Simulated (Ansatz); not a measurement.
`C[Se]C=N` → 2 C• + 5 H• + N• + Se•  (atomization)

Isolated molecules relaxed with PBE0-D4/def2-TZVP in Ansatz; ΔE leaves out vibrations. CCSD(T)/CBS adds triple-zeta CCSD(T) − MP2 to the extrapolated MP2 energy (def2 sets, frozen cores). This one scheme is used for every species, atoms too. For atomizations the MP2-based limit and the directly extrapolated one differ by several kJ/mol either way, and by 10 to 25 for some Ge, Se and Sn compounds, so smaller differences from it don't rank the levels. DFT in def2-TZVPP. B3LYP here is the variant with VWN-RPA as its local correlation; programs differ in this. Open shells (•) are unrestricted, without spin–orbit coupling. Spin–orbit coupling would lower the free atoms: a little for C; clearly for Se. Bonds to Se are less sure, by a few kJ/mol each and by 10 to 20 or more in all where they break to atoms, as the def2 sets lack core-valence functions. Scalar relativity is left out up to krypton. One conformer a species, not always the lowest.

```
       level  ΔE (eV)
      B97M-V    33.80
CAM-B3LYP-D4    33.87
         PBE    34.75
       B3LYP    33.64
```

Problem. What does CCSD(T)/CBS give? (Best estimate.)

Solution. Ansatz gave: +33.77 eV. The listed levels differ from it by 0.03, 0.10, 0.98, -0.13 eV.

Largest T1 diagnostic among the species: 0.011.

The D4 term adds +0.28 eV with B3LYP and +0.15 eV with PBE0; it sums over pairs of atoms, weighted by their polarisabilities, and B3LYP, whose exchange is more repulsive, gets the larger term. At CCSD(T), def2-SVP lies −2.15 eV from the extrapolated value and def2-TZVPP −0.96 eV: correlation converges slowly with the basis, and small sets miss more of it in the bonded molecule than in its fragments.
